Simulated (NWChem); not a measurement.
Total energies of AuCl

```xyz
2

Au     0.0000     0.0000    -0.3990
Cl     0.0000     0.0000     1.8540
```
Charge 0, spin multiplicity 1.

Everything below was run with NWChem. The geometry was optimised at PBE0/def2-SVP with def2 effective core potentials on Au, a minimum by its harmonic frequencies.

Basis set: def2-SVP (50 functions).

```csv
method,total energy (Ha)
RHF,-594.16060
MP2,-594.55242
B2PLYP,-595.40262
PBE,-595.64577
B3LYP,-595.85702
PBE0,-595.63638
CCSD(T),-594.56230
```

Total energies of different functionals aren't comparable as a measure of quality: only differences taken within one method are. 

Effective core potentials replace the inner electrons of Au; spin-orbit coupling is left out. The correlated methods keep 9 core orbitals frozen. B3LYP has NWChem's definition, with VWN1-RPA local correlation. The structure started from a generated list of species. No row is a measurement; the coupled-cluster row has its own basis-set and correlation limits.
